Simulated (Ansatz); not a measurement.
**Two structures, one formula**

The two ends of one reaction step of ZnH₂Cl₂, closed shell (PBE0-D4/def2-TZVP).

A:

Zn1  (-0.322, 1.035, -0.366)
Cl2  (0.364, -1.730, 0.267)
Cl3  (-1.195, 0.554, -2.231)
H4  (0.900, -1.469, 1.402)
H5  (0.252, 1.610, 0.928)
(Å)

B:

```
5
angstrom
Zn -0.3263 -0.5758 -0.8013
Cl 0.3569 -2.3360 0.0922
Cl -1.0550 1.1040 -1.8064
H 0.6389 0.5948 1.4282
H 0.3854 1.2128 1.0873
```

Computed with Ansatz 0.2.0 (basis: def2-TZVPP); correlated methods freeze the cores. The 3s and 3p shells of Cu and Zn are frozen; filled d shells are correlated. B3LYP uses VWN-RPA correlation.

Question: Which structure is lower at CCSD(T), and by how much? (Judge from chemistry; the value comes from the calculation.)

Answer: Computed: B, by 20.79 kcal/mol (electronic energy, against the other). By their contacts, A is a complex of ZnHCl ([Cl][ZnH]) + HCl and B is a complex of ZnCl₂ + H₂.

All methods give the same order:

```csv
method,E(B) − E(A) (kcal/mol)
SPW92,-16.60
PBE-D4,-19.26
BLYP-D4,-19.45
r2SCAN-D4,-21.01
B97M-V,-18.69
PBE0-D4,-20.58
B3LYP-D4,-20.35
r2SCAN0-D4,-21.84
BHLYP-D4,-21.91
CAM-B3LYP-D4,-20.00
wB97X-V,-21.08
wB97M-V,-20.35
B2PLYP,-21.36
PBE-QIDH,-22.09
RPA on PBE,-19.16
HF,-24.68
MP2,-22.13
CCSD,-20.90
CCSD(T),-20.79
```

T1 diagnostic: at most 0.013.

Labels in which every atom is bracketed show which atoms are joined, not bond orders.

For scale, one of the runs: CCSD(T)/def2-TZVPP, 176 basis functions (an equivalent command: `ansatz run in.yaml --threads 4`). Hardware: 4 CPU threads, shared host. Wall time 20 s; peak host memory 1 GiB.
